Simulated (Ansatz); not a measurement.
The cluster Al2Te4⁻. Total charge -1; doublet. Geometry PBE-D4/def2-SVPD, basis def2-SVP, Ansatz.

```xyz
6

Al   -1.9773   -1.7209    0.5911
Al    1.2518    0.3909    0.1476
Te   -2.7924    0.0821   -1.0385
Te    0.4417   -1.7271    1.4428
Te    3.5033    1.3569    0.2165
Te   -0.4270    1.6181   -1.3594
```

```
run  HOMO (eV)  LUMO (eV)
  A      -1.13      -0.57
  B      -1.86      -0.20
  C      -1.36      -0.53
  D      -1.34      -0.92
  E      -1.53      -0.54
  F      -1.18      -0.65
```

In the def2 sets Te takes a core potential; there is no spin–orbit coupling. HSE06 is defined as in plane-wave codes, on full-range PBE exchange. Another isomer (doublet) lies 1.05 eV lower at PBE0-D4/def2-SVP; other spin states weren't run for this one.

HOMO and LUMO are taken over both spins.

**Question.** The runs used HSE06, LDA (SPW92), PBE, PBE0, r2SCAN, revPBE. Estimate which is which.

**Answer.** A revPBE (0 % exact exchange); B PBE0 (25 % exact exchange); C r2SCAN (0 % exact exchange); D LDA (SPW92) (0 % exact exchange); E HSE06 (range-separated); F PBE (0 % exact exchange). Exact exchange lowers occupied and raises empty levels; among semilocal functionals meta-GGAs tend to open the gap a little, and such runs are hard to tell apart. The gap grows from 0.42 eV (LDA (SPW92)) to 1.66 eV (PBE0).
